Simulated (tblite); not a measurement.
Compound: C₄H₉BN₂Si.
Numbering: `[CH3:1][C:2]#[N+:3][BH2-:4][Si@@H:5]([CH3:6])[C:7]#[N:8]` (hydrogens: H9, H10, H11 on C1; H12, H13 on B4; H14 on Si5; H15, H16, H17 on C6)
Bond orders are those of one Lewis drawing.

Computed with GFN2-xTB (tblite), gas phase: L-BFGS steps from a force-field or distance-geometry start until the largest atomic force falls under 0.01 eV/Å.

Step 2: E = -595.1182 eV
```
atom  x, y, z in Å  |  force x, y, z in eV/Å
C1      3.4973    0.8397    0.0226   -0.090  -0.016  -0.138
C2      2.2438    0.1255    0.0154   -0.464  -0.263  -0.028
N3      1.2386   -0.4599    0.0395    0.327  -0.157   0.053
B4     -0.0416   -1.1887    0.0671    0.521  -0.100   0.282
Si5    -1.3986   -0.0821   -0.7981    0.140  -0.240   0.094
C6     -3.1024   -0.6776   -0.1770    0.252   0.432  -0.397
C7     -1.0914    1.6907   -0.3044   -0.312   0.250  -0.189
N8     -0.8803    2.7723    0.0190    0.118  -0.006   0.051
H9      4.2798    0.2379   -0.4704   -0.307   0.140   0.300
H10     3.7674    1.0466    1.0642    0.063  -0.123  -0.182
H11     3.4377    1.8034   -0.5049   -0.195  -0.280   0.092
H12     0.0154   -2.2491   -0.4796    0.409   0.142  -0.117
H13    -0.4031   -1.3638    1.1861    0.374   0.124   0.302
H14    -1.2974   -0.1441   -2.2565   -0.197   0.307  -0.356
H15    -3.5461    0.0804    0.4559   -0.193  -0.089   0.118
H16    -2.9977   -1.6070    0.3719   -0.170   0.060  -0.074
H17    -3.7283   -0.8123   -1.0523   -0.276  -0.183   0.188
```

Step 3: E = -595.1563 eV
```
atom  x, y, z in Å  |  force x, y, z in eV/Å
C1      3.4924    0.8381    0.0212   -0.194  -0.073  -0.035
C2      2.2370    0.1216    0.0147    0.772   0.450  -0.040
N3      1.2446   -0.4629    0.0403   -0.728  -0.758   0.092
B4     -0.0304   -1.1913    0.0745    0.311  -0.054   0.141
Si5    -1.3944   -0.0876   -0.7987    0.182  -0.111   0.071
C6     -3.1013   -0.6725   -0.1815    0.248   0.327  -0.268
C7     -1.0978    1.6946   -0.3084   -0.234   0.388  -0.115
N8     -0.8774    2.7749    0.0209    0.047  -0.271  -0.041
H9      4.2743    0.2407   -0.4647   -0.205   0.028   0.189
H10     3.7689    1.0441    1.0597    0.027  -0.110  -0.115
H11     3.4343    1.7981   -0.5031   -0.221  -0.161   0.021
H12     0.0230   -2.2461   -0.4821    0.415   0.107  -0.082
H13    -0.3959   -1.3612    1.1908    0.377   0.094   0.330
H14    -1.3013   -0.1381   -2.2627   -0.185   0.287  -0.267
H15    -3.5490    0.0775    0.4570   -0.172  -0.031   0.105
H16    -3.0011   -1.6022    0.3683   -0.137   0.038  -0.059
H17    -3.7326   -0.8156   -1.0477   -0.303  -0.150   0.075
```

Step 4: E = -595.1944 eV
```
atom  x, y, z in Å  |  force x, y, z in eV/Å
C1      3.4671    0.8293    0.0166    0.238   0.199   0.343
C2      2.2366    0.1219    0.0108   -1.386  -0.891   0.074
N3      1.2446   -0.4944    0.0455    1.704   0.814   0.045
B4      0.0178   -1.2022    0.1056   -0.893  -0.268  -0.292
Si5    -1.3735   -0.1101   -0.8011    0.168   0.470  -0.129
C6     -3.0946   -0.6492   -0.2010    0.068  -0.127   0.218
C7     -1.1278    1.7111   -0.3275    0.216   1.071   0.285
N8     -0.8644    2.7849    0.0286   -0.333  -1.435  -0.485
H9      4.2502    0.2511   -0.4398    0.309  -0.434  -0.290
H10     3.7746    1.0327    1.0398   -0.070  -0.013   0.231
H11     3.4168    1.7752   -0.4965   -0.264   0.401  -0.286
H12     0.0603   -2.2327   -0.4929    0.352  -0.068   0.044
H13    -0.3606   -1.3494    1.2149    0.310  -0.037   0.393
H14    -1.3196   -0.1096   -2.2907   -0.107   0.173   0.133
H15    -3.5631    0.0654    0.4629   -0.033   0.173  -0.001
H16    -3.0167   -1.5812    0.3519    0.024  -0.047   0.004
H17    -3.7548   -0.8308   -1.0287   -0.305   0.020  -0.287
```

Step 5: E = -595.2416 eV
```
atom  x, y, z in Å  |  force x, y, z in eV/Å
C1      3.4725    0.8321    0.0205    0.077   0.047   0.057
C2      2.2329    0.1189    0.0119    0.226   0.101   0.035
N3      1.2519   -0.4881    0.0457   -0.057  -0.256   0.089
B4      0.0023   -1.2027    0.0977   -0.356  -0.037  -0.116
Si5    -1.3745   -0.1014   -0.8010    0.107   0.258  -0.093
C6     -3.0933   -0.6526   -0.1971   -0.074  -0.041   0.011
C7     -1.1237    1.7098   -0.3251   -0.029   0.255  -0.016
N8     -0.8678    2.7777    0.0252   -0.085  -0.469  -0.158
H9      4.2563    0.2452   -0.4461    0.077  -0.228  -0.116
H10     3.7730    1.0340    1.0450   -0.041  -0.014   0.197
H11     3.4161    1.7823   -0.5003   -0.233   0.152  -0.139
H12     0.0594   -2.2352   -0.4909    0.341  -0.068   0.012
H13    -0.3618   -1.3514    1.2163    0.329  -0.014   0.285
H14    -1.3184   -0.1114   -2.2860   -0.118   0.200   0.055
H15    -3.5619    0.0692    0.4626   -0.020   0.087  -0.022
H16    -3.0145   -1.5855    0.3547    0.010  -0.004  -0.020
H17    -3.7556   -0.8287   -1.0346   -0.154   0.030  -0.061
```

Q: Estimate the geometry and energy of step 6. (The exact step hangs on the optimiser's Hessian estimate; all steps are aligned on step 5, rigid shifts and turns removed.)

A: E = -595.2600 eV, largest force 0.500 eV/Å
```
atom  x, y, z in Å  |  force x, y, z in eV/Å
C1      3.4731    0.8330    0.0217    0.054   0.011  -0.012
C2      2.2323    0.1178    0.0124    0.444   0.227   0.040
N3      1.2558   -0.4928    0.0478   -0.322  -0.368   0.080
B4     -0.0025   -1.2048    0.0970   -0.179   0.019  -0.028
Si5    -1.3707   -0.0969   -0.8026   -0.019   0.130  -0.077
C6     -3.0932   -0.6512   -0.1986   -0.117  -0.025  -0.022
C7     -1.1274    1.7109   -0.3283   -0.096  -0.110  -0.126
N8     -0.8679    2.7732    0.0238    0.011  -0.023  -0.018
H9      4.2564    0.2409   -0.4468    0.010  -0.142  -0.072
H10     3.7725    1.0328    1.0477   -0.042  -0.003   0.152
H11     3.4099    1.7841   -0.5029   -0.193   0.058  -0.076
H12     0.0693   -2.2355   -0.4914    0.292  -0.077   0.022
H13    -0.3524   -1.3508    1.2245    0.309  -0.019   0.183
H14    -1.3222   -0.1052   -2.2871   -0.106   0.197   0.042
H15    -3.5636    0.0704    0.4629    0.010   0.058  -0.054
H16    -3.0154   -1.5847    0.3535    0.024   0.013  -0.028
H17    -3.7610   -0.8294   -1.0351   -0.079   0.055  -0.004
```

The energy changes by -0.0184 eV. The first-order estimate −F·Δx gives -0.0225 eV and the mean of the old and new forces, exact on a quadratic surface, -0.0184 eV. The step makes an angle of 36° with the force vector and moves no atom by more than 0.012 Å.

The cost below is that of the whole relaxation. Hardware: Arm Neoverse V2, one thread, shared host. Cost: 1.1 s.
